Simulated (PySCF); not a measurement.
First SCF of a structure search on singlet ReF₃, at a hand-made trigonal pyramidal geometry. PySCF input:

```python
from pyscf import gto, scf, dft
mol = gto.M(atom='''
Re     0.000000     0.000000     0.000000
F      1.721700     0.000000     0.915500
F     -0.860900     1.491100     0.915500
F     -0.860900    -1.491100     0.915500''',
    basis={'Re': 'def2-SVP', 'F': 'def2-SVP'},
    ecp={'Re': 'def2-SVP'},
    charge=0, spin=0)
mf = dft.RKS(mol, xc='PBE0')
mf.grids.atom_grid = (50, 194)
aux = {'Re': 'def2-universal-JKFIT', 'F': 'def2-universal-JKFIT'}
mf = mf.density_fit(auxbasis=aux)
mf.conv_tol = 1e-08
mf.diis_space = 10
mf.max_cycle = 60
mf.init_guess = 'minao'
mf.verbose = 4
mf.kernel()
```

Excerpt of the output (cycles and frontier levels):

```
init E= -364.904535838067
cycle= 1 E= -376.934234750899  delta_E=  -12  |g|= 1.15  |ddm|= 7.83
  HOMO = -0.185262966751218  LUMO = -0.159215493964957  gap/eV = 0.70879
cycle= 2 E= -373.852817245618  delta_E= 3.08  |g|=  4.2  |ddm|= 3.46
  HOMO = -0.180408111832755  LUMO = -0.125459294157977  gap/eV = 1.49523
cycle= 3 E= -377.17243082566  delta_E= -3.32  |g|= 0.364  |ddm|= 2.75
  HOMO = -0.254883096788952  LUMO = -0.19412645935958  gap/eV = 1.65327
cycle= 4 E= -377.188603527513  delta_E= -0.0162  |g|= 0.259  |ddm|= 0.556
  HOMO = -0.253520039569616  LUMO = -0.184113130431431  gap/eV = 1.88866
cycle= 5 E= -377.199879467355  delta_E= -0.0113  |g|= 0.0974  |ddm|= 0.216
  HOMO = -0.241551904221528  LUMO = -0.17094217930638  gap/eV = 1.92139
cycle= 6 E= -377.202077773363  delta_E= -0.0022  |g|= 0.02  |ddm|= 0.108
  HOMO = -0.243348237499082  LUMO = -0.171355366293508  gap/eV = 1.95903
cycle= 7 E= -377.202240944414  delta_E= -0.000163  |g|= 0.00588  |ddm|= 0.0393
  HOMO = -0.244745739037873  LUMO = -0.17166178650686  gap/eV = 1.98872
cycle= 8 E= -377.202295679901  delta_E= -5.47e-05  |g|= 0.00275  |ddm|= 0.0377
  HOMO = -0.245219943202795  LUMO = -0.171665988099278  gap/eV = 2.00151
cycle= 9 E= -377.202307681282  delta_E= -1.2e-05  |g|= 0.000774  |ddm|= 0.0237
  HOMO = -0.245130453716062  LUMO = -0.171579259171267  gap/eV = 2.00143
cycle= 10 E= -377.20230807779  delta_E= -3.97e-07  |g|= 0.000229  |ddm|= 0.00275
  HOMO = -0.245116204518712  LUMO = -0.171541170185073  gap/eV = 2.00208
cycle= 11 E= -377.202308155036  delta_E= -7.72e-08  |g|= 6.32e-05  |ddm|= 0.00168
  HOMO = -0.245113158369477  LUMO = -0.17153343457635  gap/eV = 2.00221
cycle= 12 E= -377.202308161844  delta_E= -6.81e-09  |g|= 1.6e-05  |ddm|= 0.000556
  HOMO = -0.245113565107065  LUMO = -0.171534754660708  gap/eV = 2.00218
Extra cycle  E= -377.202308162325  delta_E= -4.82e-10  |g|= 1.81e-05  |ddm|= 9.98e-05
converged SCF energy = -377.202308162325
```

This is not the lowest solution: another start and a stability analysis within the same restricted form found one 7.9 kJ/mol lower, at -377.20531 Eh.

At the minimum of this search the closed-shell solution is unstable towards spin polarisation, so a lower open-shell solution exists. Spin–orbit coupling, left out here, can matter for elements this heavy.

The search for the lowest solution, 3 starts and the stability check together, took 5.8 s on 2 threads of a shared Arm Neoverse V1 host, with 74 basis functions. Launch command: `OMP_NUM_THREADS=2 python axn.py task.json out`.
